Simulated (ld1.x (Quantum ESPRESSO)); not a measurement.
**What one change does to a pseudopotential (bismuth, PAW)**

ld1.x (Quantum ESPRESSO) 7.5 input, shortened:

```
&input
   title='Bi', zed=83., rel=1, dft='PBESOL', iswitch=3,
   config='[Xe] 4f14 5d10 6s2 6p3'
 /
 &inputp
   pseudotype=3, lpaw=.true., tm=.true., lloc=-1, rcloc=0.80,
   nlcc=.true., new_core_ps=.true.,
   which_augfun='BESSEL', rmatch_augfun=0.70
 /
6
5S  1  0   2.00   0.00  1.15  1.45  0.0
6S  2  0   2.00   0.00  1.15  1.45  0.0
5P  2  1   6.00   0.00  1.55  1.85  0.0
6P  3  1   3.00   0.00  1.55  1.85  0.0
5D  3  2  10.00   0.00  0.90  1.05  0.0
5D  3  2   0.00   0.90  0.90  1.05  0.0
 &test
   configts(1)='5s2 5p6 5d10 6s2 6p3'
 /
```

All-electron outer shells of the reference configuration (PBEsol, scalar-relativistic, ld1.x):

| shell | level (eV) | outermost node (bohr) | outermost maximum (bohr) |
| --- | --- | --- | --- |
| 4d | -429.87 | 0.19 | 0.38 |
| 5s | -157.81 | 0.44 | 0.77 |
| 4f | -152.63 | – | 0.34 |
| 5p | -95.82 | 0.48 | 0.86 |
| 5d | -27.06 | 0.51 | 1.03 |
| 6s | -14.53 | 0.98 | 1.86 |
| 6p | -4.60 | 1.14 | 2.44 |

Change: local potential all-electron potential smoothed inside 1.26 bohr (lloc = -1).

Cutoffs: the cutoffs (Ry, on a coarse ladder) from which the occupation-weighted sum of valence levels, in a spherical-Bessel basis at the reference potential, stays within 10 and 1 mRy of its value at 400 Ry; they do not see the model core or the augmentation charge, which bear on the density cutoff. Errors are all-electron minus pseudo energies relative to the spin-unpolarised reference configuration.

Q: How do hardness, ghosts and transferability respond?

A: The potential gets neither clearly harder nor softer (100 Ry and 180 Ry → 100 Ry and 180 Ry); the bound ghost in s disappears; of the 7 tests that both files solve, the error grows in 3 and shrinks in 2 by more than 15 % and 0.3 meV (median size 12.2 → 3.8 meV); the range in which the p phases agree widens (upper end 0.2 → at the end of the scan). A state that the projectors do not describe sees the local part alone, so a deeper or shallower local part can create or remove a ghost.

| quantity | base | changed |
| --- | --- | --- |
| cutoff, loose | 100 Ry | 100 Ry |
| cutoff, tight | 180 Ry | 180 Ry |
| loose cutoff by channel (10 mRy a level) | s 30 Ry, p 25 Ry, d 70 Ry | s 40 Ry, p 25 Ry, d 70 Ry |
| bound ghosts | s | none |
| error for 5s2 5p6 5d10 6s2 6p2, meV [ΔE 7.95 eV] | -0.6 | -1.9 |
| error for 5s2 5p6 5d10 6s2 6p1, meV [ΔE 23.24 eV] | -0.9 | -1.2 |
| error for 5s2 5p6 5d10 6s2 6p0, meV [ΔE 46.60 eV] | -33 | +9.0 |
| error for 5s2 5p6 5d10 6s1 6p4, meV [ΔE 10.12 eV] | -12 | +16 |
| error for 5s2 5p6 5d10 6s0 6p5, meV [ΔE 20.57 eV] | -38 | +40 |
| error for 5s2 5p6 5d10 6s2 6p2.5, meV [ΔE 3.11 eV] | -0.5 | -1.0 |
| error for 5s2 5p6 5d9 6s2 6p4, meV [ΔE 24.16 eV] | +102 | +3.8 |
| s: phases at 1.99 bohr within 0.05 rad from the reference energy up to (Ry; the scan ends near 5) | to the end of the scan | to the end of the scan |
| p: phases at 1.99 bohr within 0.05 rad from the reference energy up to (Ry; the scan ends near 5) | 0.2 | to the end of the scan |
| d: phases at 1.99 bohr within 0.05 rad from the reference energy up to (Ry; the scan ends near 5) | to the end of the scan | to the end of the scan |
| lowest overlap eigenvalue by channel | s 0.06, p 0.65, d 0.70 | s 0.08, p 0.66, d 0.74 |

 A true bound ghost makes a file unfit for plane-wave use even where its test errors are small: the radial tests pick states by their node count and pass the ghost by.
